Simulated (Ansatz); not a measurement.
Stepwise reaction of `[F][GaH][F]` with hydrogen sulfide, as a gas-phase model of exchange steps in deposition or etching. ΔE in kJ/mol; ΔG adds harmonic PBE0-D4 terms to CCSD(T)/CBS, at 1 bar.

Computed with Ansatz on PBE0-D4/def2-TZVP structures; ΔE is electronic, products minus reactants. CCSD(T)/CBS adds triple-zeta CCSD(T) − MP2 to the extrapolated MP2 energy (def2 sets, frozen cores). This one scheme is used for every species. Functionals use def2-TZVPP. B3LYP here is the variant with VWN-RPA as its local correlation; programs differ in this. For Ga outer-core shells are correlated without core-valence functions, which leaves a few kJ/mol of doubt a bond. Scalar relativity is left out up to krypton. Each species was taken in one conformer, which may not be the lowest.

```csv
step,reaction,PBE-D4,B3LYP-D4,ωB97M-V,CCSD(T)/CBS,ΔG(600 K)
1,`[F][GaH][F]` + H₂S → `[F][GaH][SH]` + H–F,-11.5,-4.1,-4.1,-11.9,-3.5
2,`[F][GaH][SH]` + H₂S → `[SH][GaH][SH]` + H–F,-5.1,1.7,2.1,-8.2,6.8
```

(1) By hand: ΔE of the 2 steps together at CCSD(T)/CBS.

Answers

(1) (-11.9) + (-8.2) = -20.1 kJ/mol, or -10.1 kJ/mol a step.

In ΔE the steps differ by no more than 3.7 kJ/mol. All are downhill at CCSD(T)/CBS. ΔG lies between -3.5 and 6.8 kJ/mol a step. PBE-D4 differs from CCSD(T)/CBS by 0.4 to 3.1 kJ/mol a step. Isolated molecules leave out the surface, adducts and barriers. Largest T1 diagnostic: 0.015.
